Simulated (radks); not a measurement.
Results of a calculation; reference values are marked as such.
Question: These are the eigenvalues of the occupied orbitals of an atom or ion with whole-number occupations (hartree). Level of theory: non-relativistic Kohn-Sham, r2SCAN, spin-polarised, spherical densities, point nucleus; meta-GGA in the generalised Kohn-Sham scheme (a radial shooting solver on a logarithmic mesh with Libxc functionals).

orbital  eigenvalue
1s up     -290.8468
1s down   -290.0667
2s up     -59.45302
2s down   -58.16211
2p up     -56.40152

Which element is it, and in what charge state? The configuration may be excited. Open shells, if any, are filled with parallel spins first.

Answer: Z = 26, iron, charge +19: Fe19+ in [He] 2s2 2p3. The list shows which subshells hold electrons but not how many an open one holds; the 1s level, -290.85 hartree, gives Z - s = 24.1 by -(Z - s)^2/2, which with screening narrows Z to a few neighbours, and the depths of the outer levels then fix element, charge and occupations together.
